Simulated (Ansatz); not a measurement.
One change: `COC(O)(F)F` becomes `O[SiH2]C(O)(F)F`.

Ansatz, PBE0-D4/def2-TZVP geometries, multiplicity 1. Each molecule was computed in one conformer, which needn't be the lowest.

| property | `COC(O)(F)F` |
| --- | --- |
| LUMO energy (ωB97M-V/def2-TZVPP) / eV | 2.56 |
| HOMO–LUMO gap (B3LYP/def2-TZVPP) / eV | 9.59 |
| LUMO energy (B3LYP/def2-TZVPP) / eV | 0.70 |
| HOMO–LUMO gap (ωB97M-V/def2-TZVPP) / eV | 14.15 |
| HOMO–LUMO gap (PBE/def2-TZVPP) / eV | 7.57 |
| HOMO energy (B3LYP/def2-TZVPP) / eV | -8.89 |

(1) What does the change do to each property? (Estimate.)

## Answers

(1) Computed: 
```tsv
property	`O[SiH2]C(O)(F)F`	shift
LUMO energy (ωB97M-V/def2-TZVPP) / eV	1.65	-0.91
HOMO–LUMO gap (B3LYP/def2-TZVPP) / eV	8.39	-1.20
LUMO energy (B3LYP/def2-TZVPP) / eV	-0.30	-1.00
HOMO–LUMO gap (ωB97M-V/def2-TZVPP) / eV	12.86	-1.29
HOMO–LUMO gap (PBE/def2-TZVPP) / eV	6.41	-1.16
HOMO energy (B3LYP/def2-TZVPP) / eV	-8.69	0.20
```

With PBE0 the HOMO rises by 0.25 eV and the LUMO falls by 1.13 eV, so the gap narrows by about 1.38 eV. PBE moves the HOMO by 0.05 eV and ωB97M-V by 0.39 eV.

B3LYP here is the variant with VWN-RPA as its local correlation; programs differ in this.
